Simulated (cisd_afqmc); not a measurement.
Input (AFQMC/CISD/cc-pVDZ; cisd_afqmc is a phaseless AFQMC code with CISD trial states that reads the integrals written by Ansatz):

Ansatz 0.2 input:
```python
import cisd_afqmc

open("ham.yaml", "w").write("""\
crystal:
  periodic: [false, false, false]
  atoms:
    - {symbol: As, position_ang: [-0.00000000, -0.00000000, -0.04516217]}
    - {symbol: H, position_ang: [0.00000000, 0.00000000, 1.49035146]}
basis:
  gaussian:
    orbitals: cc-pVDZ
magnetization: {spin_polarized: true, initial_magnetization: 2}
correlation: {method: ccsd, electrons: outside_noble_gas, hamiltonian_folder: ham}
""")
rep = cisd_afqmc.ansatz("ham.yaml")
e_ccsd = rep["correlation"]["coupled_cluster"]["energy"]["hartree"]
out = cisd_afqmc.run("ham", e_ccsd, trial="CISD", walkers=200, populations=8, threads=8, dt=0.005, steps=40, early=24, settle=10, least=32,
    cut=5e-5, rank_cut=2e-4, target=0.0004, seconds=1500, seed=1, memory=17280, gpu=False)
```

Output:

```
orbitals 18, occupied [4, 2], factors 78 of 373, rank of the doubles 60 of 88
E(HF) = -2234.734279
E(CCSD) on the cut factors = -2234.828650, shift to the whole factors -0.000006
Energy of the trial state on the determinant = -2234.828615
  tau behind 7.2 of longer steps, mean of the populations' last blocks
   2.0  -2234.83060
   4.0  -2234.83057
   6.0  -2234.83089
   8.0  -2234.83095
blocks 259 (2 outliers left out), error by blocks joined: 1: 0.00004, 2: 0.00005, 4: 0.00006, 8: 0.00008, 16: 0.00008
E(AFQMC/CISD) = -2234.83081 +/- 0.00008
```
